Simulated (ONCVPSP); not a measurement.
## BLYP ONCV dataset for vanadium (V), scalar-relativistic all-electron reference.

ONCVPSP 4.0.1 was run on this input:

```
# ATOM AND REFERENCE CONFIGURATION
# atsym  z   nc   nv     iexc    psfile
  V 23.00    5    1  -106131      upf
#
#   n    l    f
    1    0    2.00
    2    0    2.00
    2    1    6.00
    3    0    2.00
    3    1    6.00
    3    2    3.00
#
# PSEUDOPOTENTIAL AND OPTIMIZATION
# lmax
    3
#
#   l,   rc,      ep,       ncon, nbas, qcut
    0    2.20    0.02    3    7    2.50
    1    2.20    0.09    4    7    3.00
    2    2.25    0.00    4    8    5.80
    3    2.15    0.36    3    6    5.70
#
# LOCAL POTENTIAL
# lloc, lpopt,  rc(5),   dvloc0
    4    2    1.35    0.00
#
# VANDERBILT-KLEINMAN-BYLANDER PROJECTORs
# l, nproj, debl
    0    1    0.70
    1    3    3.80
    2    2    1.60
    3    3    1.40
#
# MODEL CORE CHARGE
# icmod, fcfact, rcfact
    1    0.20    0.00
#
# LOG DERIVATIVE ANALYSIS
# epsh1, epsh2, depsh
   -2.00    5.00    0.02
#
# OUTPUT GRID
# rlmax, drl
    6.00    0.01
#
# TEST CONFIGURATIONS
# ncnf
    4
# nvcnf
#   n    l    f
    2
    3    2    3.00
    4    0    2.00
#
    2
    3    2    3.00
    4    0    1.00
#
    1
    3    2    2.00
#
    2
    3    2    3.00
    4    0    1.50
#
```

Command:

```bash
oncvpsp.x < V.dat > V.out
```

Output (shortened: citation, most of the input echo, consistency checks and plot data are left out):

```
ONCVPSP  (Optimized Norm-Conservinng Vanderbilt PSeudopotential)
scalar-relativistic version 4.0.1

#   n    l    f        energy (Ha)
    1    0    2.00    -1.9784595E+02
    2    0    2.00    -2.2754874E+01
    2    1    6.00    -1.9107916E+01
    3    0    2.00    -3.1828936E+00
    3    1    6.00    -2.2227607E+00
    3    2    3.00    -7.8392447E-01

Reference configufation results
  iterations    21
  all-electron total energy (Ha)   -9.48474486D+02

Begin loop to  construct optimized pseudo wave functions
and semi-local pseudopoentials for all angular momenta

WARNING wellstate: moderately localized bound state found for n= 4 l=  0
WARNING scattering state with energy  0.05000000
WARNING will be used for the first projector

   Wellstate for l =  0  n =  5
     eigenvalue =   0.0500
     asymptotic potential =   0.5500
     half-point radius =  4.5056

Calculating optimized projector #   1

 for l=   0

    Fraction of norm inside rc  0.157578
    Optimizing pswf for qcut=   2.51 a_B^-1,  ecut=   3.14 Ha
    Residual kinetic energy error=  6.21D-03 Ha

    Energy error per electron        Cutoff
         Ha          eV             Ha
         0.01000     0.27211        2.85
         0.00100     0.02721        8.20
         0.00010     0.00272       26.93
         0.00001     0.00027       48.03

WARNING wellstate: moderately localized bound state found for n= 4 l=  1
WARNING scattering state with energy  0.05000000
WARNING will be used for the first projector

   Wellstate for l =  1  n =  5
     eigenvalue =   0.0500
     asymptotic potential =   0.5500
     half-point radius =  5.6914

   Wellstate for l =  1  n =  7
     eigenvalue =   3.8500
     asymptotic potential =   4.3500
     half-point radius =  3.8383

   Wellstate for l =  1  n =  8
     eigenvalue =   7.6500
     asymptotic potential =   8.1500
     half-point radius =  3.4960

Calculating optimized projector #   1

 for l=   1

    Fraction of norm inside rc  0.125826
    Optimizing pswf for qcut=   3.00 a_B^-1,  ecut=   4.50 Ha
    Residual kinetic energy error=  7.15D-04 Ha

    Energy error per electron        Cutoff
         Ha          eV             Ha
         0.01000     0.27211        1.90
         0.00100     0.02721        4.20
         0.00010     0.00272       25.31
         0.00001     0.00027       31.87

Calculating optimized projector #   2

 for l=   1

    Fraction of norm inside rc  0.085799
    Optimizing pswf for qcut=   3.00 a_B^-1,  ecut=   4.50 Ha
    Residual kinetic energy error=  8.73D-02 Ha

    Energy error per electron        Cutoff
         Ha          eV             Ha
         0.01000     0.27211       13.34
         0.00100     0.02721       38.25
         0.00010     0.00272       44.91
         0.00001     0.00027       66.18

Calculating optimized projector #   3

 for l=   1

    Fraction of norm inside rc  0.083173
    Optimizing pswf for qcut=   3.00 a_B^-1,  ecut=   4.50 Ha
    Residual kinetic energy error=  1.07D+00 Ha

    Energy error per electron        Cutoff
         Ha          eV             Ha
         0.01000     0.27211       47.51
         0.00100     0.02721       56.69
         0.00010     0.00272       71.44
         0.00001     0.00027       96.36

   Wellstate for l =  2  n =  5
     eigenvalue =   0.8161
     asymptotic potential =   1.3161
     half-point radius =  4.1994

Calculating optimized projector #   1

 for l=   2

    Fraction of norm inside rc  0.896366
    Optimizing pswf for qcut=   5.80 a_B^-1,  ecut=  16.84 Ha
    Residual kinetic energy error=  3.53D-04 Ha

    Energy error per electron        Cutoff
         Ha          eV             Ha
         0.01000     0.27211       13.24
         0.00100     0.02721       15.95
         0.00010     0.00272       31.95
         0.00001     0.00027       49.35

Calculating optimized projector #   2

 for l=   2

    Fraction of norm inside rc  0.184539
    Optimizing pswf for qcut=   5.80 a_B^-1,  ecut=  16.84 Ha
    Residual kinetic energy error=  2.81D-03 Ha

    Energy error per electron        Cutoff
         Ha          eV             Ha
         0.01000     0.27211       14.92
         0.00100     0.02721       23.97
         0.00010     0.00272       56.69
         0.00001     0.00027       64.75

   Wellstate for l =  3  n =  4
     eigenvalue =   0.3600
     asymptotic potential =   0.8600
     half-point radius =  3.3807

   Wellstate for l =  3  n =  5
     eigenvalue =   1.7600
     asymptotic potential =   2.2600
     half-point radius =  3.3516

   Wellstate for l =  3  n =  6
     eigenvalue =   3.1600
     asymptotic potential =   3.6600
     half-point radius =  3.5475

Calculating optimized projector #   1

 for l=   3

    Fraction of norm inside rc  0.164447
    Optimizing pswf for qcut=   5.70 a_B^-1,  ecut=  16.24 Ha
    Residual kinetic energy error=  4.83D-06 Ha

    Energy error per electron        Cutoff
         Ha          eV             Ha
         0.01000     0.27211        5.83
         0.00100     0.02721       10.26
         0.00010     0.00272       13.04
         0.00001     0.00027       15.51

Calculating optimized projector #   2

 for l=   3

    Fraction of norm inside rc  0.300924
    Optimizing pswf for qcut=   5.70 a_B^-1,  ecut=  16.24 Ha
    Residual kinetic energy error=  4.08D-04 Ha

    Energy error per electron        Cutoff
         Ha          eV             Ha
         0.01000     0.27211       11.50
         0.00100     0.02721       15.09
         0.00010     0.00272       21.33
         0.00001     0.00027       41.15

Calculating optimized projector #   3

 for l=   3

    Fraction of norm inside rc  0.162093
    Optimizing pswf for qcut=   5.70 a_B^-1,  ecut=  16.24 Ha
    Residual kinetic energy error=  3.45D-03 Ha

    Energy error per electron        Cutoff
         Ha          eV             Ha
         0.01000     0.27211       14.30
         0.00100     0.02721       18.03
         0.00010     0.00272       27.87
         0.00001     0.00027       47.75

Construct Vanderbilt / Kleinmman-Bylander projectors

B matrix Hermiticity error, ll=   1
   1   2   -9.2265E-05
   1   3    6.1989E-05
   2   3    1.5027E-04

  Orthonormal projector coefficients  2.5775E+01  4.9499E+00  1.1946E+00

B matrix Hermiticity error, ll=   2
   1   2   -8.1256E-05

  Orthonormal projector coefficients -3.6289E+00 -1.4587E+00

B matrix Hermiticity error, ll=   3
   1   2    4.0390E-05
   1   3   -5.2531E-05
   2   3    6.3496E-05

  Orthonormal projector coefficients -6.1774E+00 -1.3782E+00 -2.8527E-01

Model core correction analysis
  based on d2Exc/dn_idn_j

d2excae - all-electron derivatives

   -2.488801D-02

d2excps - pseudofunction derivatives with no core correction

   -6.286386D-02

rms 2nd derivative error    3.797585E-02

Polynomial model core charge

d2excps - pseudofunction derivatives with core correction

   -5.399576D-02

rms 2nd derivative error    2.910775E-02

Pseudoatom total energy   -4.916173

Diagnostic tests using Vanderbilt-Kleinman-Bylander pseudopotentials
  1 or more projectors used as specified by nproj input data

   l    rcore       rmatch      e in        delta e   norm test  slope test

   0   2.2057232   2.2726938   0.0500000   0.0001249   1.0000527   1.0000527

   1   2.2057232   2.2726938   0.0500000   0.0000059   1.0000826   1.0000826
   1   2.2057232   2.2726938   3.8500000   0.0000802   1.0002324   1.0002324
   1   2.2057232   2.2726938   7.6500000   0.0000215   1.0004560   1.0004560

   2   2.2591389   2.3277313  -0.7839245  -0.0000013   1.0000561   1.0000625
   2   2.2591389   2.3277313   0.8160755   0.0000135   1.0000632   1.0000632

   3   2.1535705   2.2189576   0.3600000  -0.0000232   1.0000357   1.0000357
   3   2.1535705   2.2189576   1.7600000   0.0000044   1.0000980   1.0000980
   3   2.1535705   2.2189576   3.1600000  -0.0000201   1.0001504   1.0001504

 Testing for bound ghosts
   n   l    E NL Schr. Eq   E Basis Diag.   E Cutoff

       0                       -0.695161     26.19  WARNING - GHOST(-)
       0                       -0.292106     26.19  WARNING - GHOST(-)
       0                       -0.094737     26.19  WARNING - GHOST(-)

   2   1       -0.487597       -0.478083     61.92

   3   2       -0.783926       -0.783883     67.66

   4   3       -0.149754       -0.007451     63.20

 Testing for highly-localized positive-energy ghosts
       l    <radius>/rc     E Basis Diag.   E Cutoff

       1        0.996635        9.167083     61.92  WARNING - GHOST(+)

       1        0.808486       20.019154     61.92  WARNING - GHOST(+)

       1        0.644007       35.646312     61.92  WARNING - GHOST(+)

       1        0.481435       60.044722     61.92  WARNING - GHOST(+)

Test configuration 0

   n   l     f        eae           eps        diff
   1   0  2.0000 -197.84595111
   2   0  2.0000  -22.75487408
   2   1  6.0000  -19.10791593
   3   0  2.0000   -3.18289357
   3   1  6.0000   -2.22276070
   3   2  3.0000   -0.78392447   -0.78392577   -1.30D-06

    Total energies and differences
      AE_ref= -9.48474486D+02  AE_tst= -9.48474486D+02  dif=  0.00D+00
      PS_ref= -4.91617296D+00  PS_tst= -4.91617296D+00  dif= -1.78D-15
      PSP excitation error=  1.78D-15

Test configuration 1

psatom: WARNING lschvkbb convergence error n,l,iter=   1   0   2
ea(ii),et,emin,emax -6.635240E-01 -7.298764E-01 -7.298764E-01 -7.298764E-01
run_config: WARNING for fully non-local PS atom, stg. 2
 WARNING no output for configuration 2

Test configuration 2

psatom: WARNING lschvkbb convergence error n,l,iter=   1   0   2
ea(ii),et,emin,emax -6.635240E-01 -7.298764E-01 -7.298764E-01 -7.298764E-01
run_config: WARNING for fully non-local PS atom, stg. 2
 WARNING no output for configuration 3

Test configuration 3

   n   l     f        eae           eps        diff
   1   0  2.0000 -198.49795671
   2   0  2.0000  -23.43460004
   2   1  6.0000  -19.78520218
   3   0  2.0000   -3.80638672
   3   1  6.0000   -2.83528928
   3   2  2.0000   -1.35745462   -1.33184737    2.56D-02

    Total energies and differences
      AE_ref= -9.48474486D+02  AE_tst= -9.47412627D+02  dif=  1.06D+00
      PS_ref= -4.91617296D+00  PS_tst= -3.86442449D+00  dif=  1.05D+00
      PSP excitation error=  1.01D-02

Test configuration 4

psatom: WARNING lschvkbb convergence error n,l,iter=   1   0   2
ea(ii),et,emin,emax -6.635240E-01 -7.298764E-01 -7.298764E-01 -7.298764E-01
run_config: WARNING for fully non-local PS atom, stg. 2
 WARNING no output for configuration 5
```

The run took about 4.2 s on one core of a shared server CPU.
